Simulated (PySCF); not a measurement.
Ga(Cl)2(SeH) (Cl₂GaHSe), SMILES [SeH][Ga]([Cl])[Cl]. Atoms are numbered in the order given.

```xyz
5

Ga     0.0018     0.4295     0.0000
Cl     1.8132     1.5564     0.0000
Cl    -1.8426     1.5082     0.0000
Se     0.0547    -1.8675     0.0000
H     -1.4166    -1.9192     0.0000
```
Charge 0, spin multiplicity 1.

Geometry: PBE0-D3(BJ)/def2-SVP. The structure was generated by enumeration; whether it is a known compound was not checked. Other conformers were not sampled.

Calculation: PySCF with TDA-CAM-B3LYP/def2-SVPD.

Vertical excitations. Gas-phase values at a fixed geometry. State labels are in the subgroup Cs.

```csv
state,symmetry,energy (eV),λ (nm),f,main pairs
S1,A",4.86,255,0.013,HOMO→LUMO 91 %
S2,A',5.67,218,0.009,"HOMO→LUMO+1 74 %, HOMO−1→LUMO 22 %"
S3,A",5.85,212,0.015,HOMO→LUMO+2 83 %
S4,A',6.41,194,0.019,HOMO−2→LUMO 90 %
S5,A",6.51,190,0.000,HOMO−1→LUMO+1 93 %
S6,A",6.52,190,0.000,HOMO−3→LUMO 91 %
S7,A',6.70,185,0.382,"HOMO−1→LUMO 57 %, HOMO−5→LUMO 19 %, HOMO→LUMO+1 13 %"
S8,A",6.78,183,0.000,HOMO−2→LUMO+1 98 %
S9,A",7.13,174,0.059,HOMO−4→LUMO 90 %
S10,A',7.21,172,0.017,HOMO−3→LUMO+1 80 %
T1,A",4.46,278,0,HOMO→LUMO 90 %
T2,A',5.03,246,0,HOMO→LUMO+1 93 %
T3,A",5.37,231,0,HOMO→LUMO+2 78 %
T4,A',5.53,224,0,HOMO−1→LUMO 86 %
```
Triplets are in the Tamm–Dancoff approximation.
